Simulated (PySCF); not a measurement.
## Hf (hafnium, neutral): UHF calculation

Configuration: [Xe] 4f14 5d2 6s2, high-spin 3F determinant. Calculation: PySCF 2.14, in def2-TZVPPD with the def2 core potential (60 electrons) (6s5p3d2f1g, 59 functions); a scalar-relativistic core potential.

```
Total energy             : -47.369636 hartree
One-electron energy      : -78.8205 hartree
Hartree (Coulomb) energy : 36.7799 hartree
Exchange energy          : -5.3290 hartree
⟨S²⟩                     : 2.0155
⟨L²⟩                     : 12.047
Sum of ⟨r⟩               : 22.88 bohr
Sum of ⟨r²⟩              : 61.33 bohr²
```

```
shell  electrons  mean orbital energy (hartree)  rms radius, mean of both spins (bohr)
 5s α          1                       -2.88616                                   1.24
 5s β          1                       -2.82807                                   1.24
 5p α          3                       -1.57864                                   1.47
 5p β          3                       -1.48562                                   1.47
 5d α          2                       -0.27019                                   2.56
 6s α          1                       -0.25806                                   4.01
 6s β          1                       -0.21329                                   4.01
```

Energies and moments cover only the electrons outside the core potential. Spin-orbit coupling, absent here, splits the open shell strongly.
